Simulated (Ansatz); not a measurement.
Basis-set series for CH₃Cl₂InO, SMILES `C[O][In]([Cl])[Cl]`. Total charge 0; spin multiplicity 1. In takes the def2 core potential. All single points use the PBE0-D4/def2-TZVP geometry. It is one conformer, not always the lowest.

Cartesian coordinates in Å:
```
C -0.403 0.377 1.273
O 0.195 -0.691 0.569
In 0.508 -0.611 -1.361
Cl 0.030 1.360 -2.462
Cl 1.366 -2.421 -2.473
H 0.089 0.466 2.246
H -1.467 0.177 1.444
H -0.319 1.343 0.763
```

| functional | basis | functions | energy (Eh) | HOMO (eV) | LUMO (eV) |
| --- | --- | --- | --- | --- | --- |
| PBE0-D4 | def2-TZVPP | 238 | -1225.42448 | -8.22 | -2.52 |
| PBE0-D4 | def2-QZVPP | 426 | -1225.46005 | -8.26 | -2.56 |
| ωB97M-V | def2-TZVPP | 238 | -1225.71134 | -10.61 | -0.55 |
| ωB97M-V | def2-QZVPP | 426 | -1225.74535 | -10.65 | -0.69 |

Give the rows for def2-SVP. (Estimate.)

Computed: 
```csv
functional,basis,functions,energy (Eh),HOMO (eV),LUMO (eV)
PBE0-D4,def2-SVP,105,-1224.95858,-8.06,-2.38
ωB97M-V,def2-SVP,105,-1225.24443,-10.40,-0.33
```
